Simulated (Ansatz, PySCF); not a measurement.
Bond stretch in InCl, singlet.

Levels: UHF/def2-SVP, def2 effective core potentials past Kr (PySCF); RHF/def2-SVP, def2 effective core potentials past Kr (PySCF); UKS-BLYP = unrestricted BLYP/def2-SVP, def2 effective core potentials past Kr in PySCF; RKS-BLYP = restricted BLYP/def2-SVP, def2 effective core potentials past Kr run with PySCF; UKS-TPSSh = unrestricted TPSSh/def2-SVP, def2 effective core potentials past Kr (PySCF); RKS-TPSSh = restricted TPSSh/def2-SVP, def2 effective core potentials past Kr run with PySCF 2.14.0; UKS-r2SCAN = unrestricted r2SCAN/def2-SVP, def2 effective core potentials past Kr in PySCF 2.14.0; RKS-r2SCAN = PySCF 2.14.0 with restricted r2SCAN/def2-SVP, def2 effective core potentials past Kr; UKS-PBE = unrestricted PBE/def2-SVP, def2 effective core potentials past Kr in Ansatz (a quantum-chemistry and plane-wave program); RKS-PBE = restricted PBE/def2-SVP, def2 effective core potentials past Kr (Ansatz).

Scanned distances (Å): 1.80, 1.94, 2.03, 2.16, 2.25, 2.32, 2.41, 2.48, 2.54, 2.63, 2.80, 3.02, 3.25, 3.65, 3.98, 4.31, 4.82, 5.25, 5.87, 6.47, 7.26.

Where does the unrestricted solution first break spin symmetry (<S²> of 0.01 or more)?

UHF: between 3.98 and 4.31 Å; UKS-BLYP: between 4.31 and 4.82 Å; UKS-TPSSh: between 3.98 and 4.31 Å; UKS-r2SCAN: between 3.98 and 4.31 Å; UKS-PBE: between 4.31 and 4.82 Å.

| R / Å | <S²> UHF | E(RHF) − E(UHF) / kcal/mol | <S²> UKS-BLYP | E(RKS-BLYP) − E(UKS-BLYP) / kcal/mol | <S²> UKS-TPSSh | E(RKS-TPSSh) − E(UKS-TPSSh) / kcal/mol | <S²> UKS-r2SCAN | E(RKS-r2SCAN) − E(UKS-r2SCAN) / kcal/mol | <S²> UKS-PBE | E(RKS-PBE) − E(UKS-PBE) / kcal/mol |
|---|---|---|---|---|---|---|---|---|---|---|
| 1.80 | 0.00 | 0.0 | 0.00 | 0.0 | 0.00 | 0.0 | 0.00 | 0.0 | 0.00 | 0.0 |
| 1.94 | 0.00 | 0.0 | 0.00 | 0.0 | 0.00 | 0.0 | 0.00 | 0.0 | 0.00 | 0.0 |
| 2.03 | 0.00 | 0.0 | 0.00 | 0.0 | 0.00 | 0.0 | 0.00 | 0.0 | 0.00 | 0.0 |
| 2.16 | 0.00 | 0.0 | 0.00 | 0.0 | 0.00 | 0.0 | 0.00 | 0.0 | 0.00 | 0.0 |
| 2.25 | 0.00 | 0.0 | 0.00 | 0.0 | 0.00 | 0.0 | 0.00 | 0.0 | 0.00 | 0.0 |
| 2.32 | 0.00 | 0.0 | 0.00 | 0.0 | 0.00 | 0.0 | 0.00 | 0.0 | 0.00 | 0.0 |
| 2.41 | 0.00 | 0.0 | 0.00 | 0.0 | 0.00 | 0.0 | 0.00 | 0.0 | 0.00 | 0.0 |
| 2.48 | 0.00 | 0.0 | 0.00 | 0.0 | 0.00 | 0.0 | 0.00 | 0.0 | 0.00 | 0.0 |
| 2.54 | 0.00 | 0.0 | 0.00 | 0.0 | 0.00 | 0.0 | 0.00 | 0.0 | 0.00 | 0.0 |
| 2.63 | 0.00 | 0.0 | 0.00 | 0.0 | 0.00 | 0.0 | 0.00 | 0.0 | 0.00 | 0.0 |
| 2.80 | 0.00 | 0.0 | 0.00 | 0.0 | 0.00 | 0.0 | 0.00 | 0.0 | 0.00 | 0.0 |
| 3.02 | 0.00 | 0.0 | 0.00 | 0.0 | 0.00 | 0.0 | 0.00 | 0.0 | 0.00 | 0.0 |
| 3.25 | 0.00 | 0.0 | 0.00 | 0.0 | 0.00 | 0.0 | 0.00 | 0.0 | 0.00 | 0.0 |
| 3.65 | 0.00 | 0.0 | 0.00 | 0.0 | 0.00 | 0.0 | 0.00 | 0.0 | 0.00 | 0.0 |
| 3.98 | 0.00 | 0.0 | 0.00 | 0.0 | 0.00 | 0.0 | 0.00 | 0.0 | 0.00 | 0.0 |
| 4.31 | 0.73 | 1.5 | 0.00 | 0.0 | 0.05 | 0.0 | 0.15 | 0.2 | 0.00 | 0.0 |
| 4.82 | 0.95 | 10.9 | 0.21 | 0.3 | 0.35 | 1.6 | 0.39 | 2.0 | 0.23 | 0.4 |
| 5.25 | 0.99 | 18.6 | 0.34 | 0.8 | 0.45 | 3.5 | 0.48 | 3.7 | 0.36 | 1.1 |
| 5.87 | 1.01 | 27.6 | 0.47 | 1.5 | 0.53 | 5.7 | 0.54 | 5.6 | 0.49 | 2.0 |
| 6.47 | 1.01 | 34.0 | 0.55 | 2.2 | 0.58 | 7.2 | 0.58 | 6.7 | 0.56 | 2.9 |
| 7.26 | 1.01 | 40.2 | 0.60 | 2.8 | 0.61 | 8.6 | 0.61 | — | 0.60 | 3.6 |

Dashes: no converged value, or the column stops at the first point that the program doubted or that broke a chosen test of continuity, which isn't proof of a fault.
